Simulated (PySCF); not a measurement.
## PBE beside CCSD(T) along the third period: bonds to Te

PBE and CCSD(T) in PySCF with def2-SVP on every atom (core potentials on Te), for the lowest determinant that a PBE0 search found; no spin–orbit coupling.

| molecule | state (unpaired electrons) | PBE Re (Å) | PBE ωe (cm⁻¹) | PBE De (eV) | CCSD(T) Re (Å) | CCSD(T) ωe (cm⁻¹) | CCSD(T) De (eV) |
| --- | --- | --- | --- | --- | --- | --- | --- |
| NaTe | doublet (π ↑) | 2.819 | 226 | 2.17 | 2.851 | 228 | 1.86 |
| AlTe | doublet (σ ↑) | 2.393 | 391 | 3.36 | 2.390 | 402 | 2.76 |
| TeP | doublet (π ↑) | 2.278 | 462 | 3.46 | ? | ? | ? |
| TeCl | doublet (π ↑) | 2.376 | 370 | 2.92 | 2.382 | 369 | 2.04 |

Task: Estimate the CCSD(T) values of TeP by adding the mean shift from PBE to CCSD(T) of the other rows, and compare with the calculation.

Result: The mean shifts are +1.2 pm, +4 cm⁻¹ and -0.60 eV, which give 2.290 Å, 466 cm⁻¹ and 2.86 eV. CCSD(T)/def2-SVP gives Re = 2.292 Å, ωe = 443 cm⁻¹, De = 2.32 eV.

Task: What are the mean differences of PBE from CCSD(T) over the whole series?

Result: Re -1.2 pm, ωe +2 cm⁻¹, De +0.73 eV.

In a basis of this size CCSD(T) is itself not converged; it tends to give bonds that are too long and too weak.

Correlated steps freeze the inner cores (5 to 9 orbitals); shallow outer-core shells are correlated. Correlated levels converge slowly with the basis: in double zeta they bind strong bonds too weakly, by up to about 1 eV, and carry superposition errors of some tenths. Spin–orbit coupling is left out, which matters for elements this heavy, above all for dissociation energies. States were picked by a PBE0 search and need not be the measured ground states.
